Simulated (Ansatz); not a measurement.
Molecule: LaCl2 (charge +1, singlet). 
Structure (B3LYP-D3(BJ)/def2-TZVP (Ansatz, a program for electronic structure) minimum search):
```xyz
3

La     0.3406    -0.0286     0.4362
Cl     1.0190     0.4048    -1.9492
Cl    -2.1609    -0.3090     0.4867
```
Charge +1, spin multiplicity 1.

Basis-set convergence of Hartree-Fock and CCSD(T) correlation energies (hartree) with Ansatz. Correlated levels leave the core frozen unless marked. Spin-orbit coupling is left out. Frozen are the shells of the preceding noble gas and the d and f shells that filled before the atom's block. In def2 rows, elements after Kr have scalar-relativistic effective core potentials.

```csv
basis,functions,E(HF),"E(corr, CCSD(T))",rough core time
def2-SVPD,89,-949.83275,-0.35689,under 20 s
def2-TZVPPD,161,-950.13781,-0.47005,under 20 s
def2-QZVPPD,239,-950.16440,-0.51052,40 s
```

Extrapolating the two largest sets (X = 3 and 4) as X^-3: E(corr) = (64·(-0.51052) - 27·(-0.47005))/37 = -0.5401 Eh, an estimate of the basis-set limit. The largest set recovers 94.5 % of it, the smallest 66.1 %.
